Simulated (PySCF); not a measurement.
## Vertical excitation energies

C6H10Cl2.
Structure used (GFN2-xTB), in Å, numbered top down from 1:
```
atom  x, y, z in Å
C1     1.893   -1.154    0.112
C2     1.384    0.250    0.064
C3     0.162    0.656   -0.260
C4    -0.215    2.106   -0.270
C5    -0.950   -0.295   -0.638
C6    -1.505   -1.006    0.586
Cl7   -2.687   -2.255    0.103
Cl8   -2.302    0.137    1.688
H9     1.216   -1.859   -0.363
H10    2.042   -1.462    1.147
H11    2.860   -1.211   -0.386
H12    2.120    0.998    0.332
H13   -0.518    2.410   -1.272
H14    0.616    2.730    0.046
H15   -1.057    2.280    0.399
H16   -0.584   -1.059   -1.329
H17   -1.757    0.249   -1.131
H18   -0.727   -1.508    1.162
```

Theory: TDDFT PBE0/def2-SVPD, vertical, gas phase, core orbitals frozen in the response (PySCF 2.14.0, density-fitted response routines).

```csv
state,E (eV),λ (nm),ν̃ (cm⁻¹),f,|μ| (D),"main configurations (H = HOMO, L = LUMO)"
S1,6.04,205.2,48740,0.094,2.03,H→L (89%)
S2,6.52,190.2,52580,0.017,0.82,"H→L+1 (63%), H→L+2 (27%)"
S3,6.69,185.4,53920,0.056,1.48,"H→L+2 (62%), H→L+1 (15%), H→L+3 (11%)"
S4,6.94,178.6,56000,0.020,0.87,H-1→L (86%)
S5,6.99,177.3,56400,0.0051,0.44,H-2→L (86%)
S6,7.08,175.0,57140,0.038,1.19,"H→L+4 (56%), H→L+3 (35%)"
```

Triplets (Tamm–Dancoff): T1 4.21 eV, H→L (52%), H→L+1 (21%), H→L+3 (15%); T2 6.04 eV, H→L (35%), H→L+1 (34%), H-2→L (12%).

The lowest singlet lies at 6.04 eV (205 nm, ultraviolet) and is of moderate strength; its leading configuration is HOMO→LUMO (89%). The lowest level is also the most intense of those listed (f = 0.094). Löwdin shares by element: HOMO carbon 77% or more (atoms not listed hold the other 23%); LUMO chlorine 43%, carbon 28% or more (atoms not listed hold the other 28%). The oscillator strengths of these states sum to 0.230; summed over the whole spectrum of an exact calculation they would give the number of electrons, 80 (Thomas–Reiche–Kuhn). Weighted by f, the mean energy of these states is 6.51 eV. Of the 6 states listed, 5 reach f = 0.01 and none stays under 0.0005. The window holds the lowest 6 singlets.

One conformer stands for the species.
